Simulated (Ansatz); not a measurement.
One change: `[SiH3]C[SiH2][SbH2]` becomes `N[SiH2]C[SiH3]`.

Ansatz, PBE0-D4/def2-TZVP geometries, multiplicity 1. Each molecule was computed in one conformer, which needn't be the lowest.

Elements past krypton have def2 core potentials.  Spin–orbit coupling is left out; it splits and shifts lone-pair levels of the heavy atoms by tenths of an eV.

```tsv
property	`[SiH3]C[SiH2][SbH2]`
LUMO energy (PBE/def2-TZVPP) / eV	-1.16
HOMO energy (ωB97M-V/def2-TZVPP) / eV	-9.05
HOMO–LUMO gap (ωB97M-V/def2-TZVPP) / eV	10.24
size of the dipole moment (B3LYP/def2-TZVPP) / D	1.16
size of the dipole moment (ωB97M-V/def2-TZVPP) / D	1.17
HOMO energy (B3LYP/def2-TZVPP) / eV	-6.89
```

Problem. Give the same properties after the change, and the shifts. (Estimate.)

Solution. Ansatz gave: 
```csv
property,`N[SiH2]C[SiH3]`,shift
LUMO energy (PBE/def2-TZVPP) / eV,-0.39,0.77
HOMO energy (ωB97M-V/def2-TZVPP) / eV,-9.72,-0.67
HOMO–LUMO gap (ωB97M-V/def2-TZVPP) / eV,11.67,1.43
size of the dipole moment (B3LYP/def2-TZVPP) / D,1.83,0.67
size of the dipole moment (ωB97M-V/def2-TZVPP) / D,1.85,0.68
HOMO energy (B3LYP/def2-TZVPP) / eV,-7.14,-0.25
```

With PBE0 the HOMO falls by 0.30 eV and the LUMO rises by 0.85 eV, so the gap widens by about 1.15 eV. PBE moves the HOMO by 0.15 eV and ωB97M-V by -0.67 eV. Dipoles are sizes alone; their direction can turn.

Positive LUMOs are unbound, so they and the gaps depend on the basis.

B3LYP here is the variant with VWN-RPA as its local correlation; programs differ in this.
